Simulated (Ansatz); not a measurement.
**Worked example: the enthalpy of formation of CBr2F2 (dibromodifluoromethane)**

The species is CBr2F2 (5 atoms), meant as a singlet with charge 0. SMILES: `FC(F)(Br)Br`. The shape is that of a PBE0-D4/def2-TZVP optimisation.

Total energies at wB97X/cc-pVDZ (Ansatz 0.2.0); the atoms run unrestricted:

| species | state | energy (Eh) |
| --- | --- | --- |
| CBr2F2 | singlet | -5386.042831 |
| F | doublet | -99.705429 |
| C | triplet | -37.839575 |
| Br | doublet | -2574.112503 |

Harmonic wavenumbers at PBE0-D4/def2-TZVP, in cm⁻¹: 164, 281, 334, 344, 372, 638, 823, 1120, 1190.

Measured heats of formation of the gaseous atoms at 298.15 K, in kJ/mol: F 79.4, C 716.9, Br 111.9. Spin-orbit lowering of the atoms at 298 K (mean of the ground term's levels less their thermal mean, from spectra), in kJ/mol: F 1.29, C 0.02, Br 14.69. Take 1 Eh = 2625.50 kJ/mol, 1 cm⁻¹ = 0.0119627 kJ/mol, RT = 2.479 kJ/mol.

**Question.** Work out the heat of formation of the gas at 298 K.

**Answer.** 
1. Electronic atomisation energy: 2 × (-99.705429) + (-37.839575) + 2 × (-2574.112503) − (-5386.042831) = 0.567392 Eh = 1489.7 kJ/mol.
2. Zero-point energy: half the sum of the wavenumbers, 2633 cm⁻¹ = 31.5 kJ/mol.
3. Thermal vibrational enthalpy, Σ hcν̃/(exp(hcν̃/kT) − 1): 6.3 kJ/mol. Translation, rotation and pV of a non-linear molecule: 4 RT = 9.9 kJ/mol.
4. The 5 free atoms carry 5/2 RT each: 31.0 kJ/mol.
5. Spin-orbit coupling lowers the free atoms by 2 × 1.29 + 0.02 + 2 × 14.69 = 32.0 kJ/mol.
6. Atomisation enthalpy at 298 K: 1489.7 − 32.0 − 31.5 − 6.3 − 9.9 + 31.0 = 1441.0 kJ/mol.
7. Sum of the atoms' heats of formation: 1099.5 kJ/mol. Heat of formation: 1099.5 − 1441.0 = -341.5 kJ/mol.

The tabulated value is -384.5 kJ/mol (Active Thermochemical Tables), so this level is off by +43.0 kJ/mol, or 2.9 % of the atomisation enthalpy. Relativity is left out. Anharmonicity and any spin-orbit splitting of the molecule are left out.
